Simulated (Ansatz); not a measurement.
Relaxation of C2H7FOSi2 (13 atoms, charge 0, multiplicity 1), to a largest force component of 0.015 eV/Å in at most 40 steps.

Computed with RKS PBE0-D4/STO-3G in Ansatz 0.2.0.

```xyz
13
Properties=species:S:1:pos:R:3
C -0.185 -1.003 1.706
Si 0.821 -0.013 0.540
O 1.021 -0.730 -0.970
C -0.053 -0.191 -1.657
Si -0.215 1.450 -0.733
F -1.724 1.831 -0.323
H 0.313 -1.844 2.074
H -1.119 -1.284 1.213
H -0.513 -0.340 2.606
H 2.129 0.405 1.152
H 0.060 -0.084 -2.703
H -0.985 -0.843 -1.517
H 0.469 2.612 -1.374
```

Where does it end, and by what steps?

It converged. Limits of this set-up: minimal basis. After 10 steps the energy has fallen by 0.862 eV; H12 moved furthest, 0.59 Å.

| step | energy less start (eV) | largest force component (eV/Å) | accepted |
| --- | --- | --- | --- |
| 0 | 0.0000 | 4.266 | yes |
| 1 | -0.7430 | 1.704 | yes |
| 2 | -0.8261 | 0.380 | yes |
| 3 | -0.8458 | 0.168 | yes |
| 4 | -0.8535 | 0.148 | yes |
| 5 | -0.8589 | 0.161 | yes |
| 6 | -0.8612 | 0.099 | yes |
| 7 | -0.8621 | 0.068 | yes |
| 8 | -0.8624 | 0.021 | yes |
| 9 | -0.8625 | 0.018 | yes |
| 10 | -0.8625 | 0.002 | yes |

```xyz
13
Properties=species:S:1:pos:R:3
C -0.153 -0.950 1.919
Si 0.748 -0.039 0.552
O 0.802 -0.955 -0.945
C -0.054 -0.129 -1.831
Si -0.340 1.420 -0.753
F -1.910 1.831 -0.490
H 0.378 -1.869 2.191
H -1.169 -1.227 1.624
H -0.222 -0.330 2.819
H 2.092 0.237 1.031
H 0.469 0.050 -2.791
H -0.989 -0.672 -2.083
H 0.368 2.598 -1.228
```

Whether the end is a true minimum wasn't checked by a vibrational analysis.

Run time: 15 s on 1 thread of AMD EPYC 9R45 96-Core Processor (Zen 5), with other jobs on the host, peak memory 0.17 GiB.
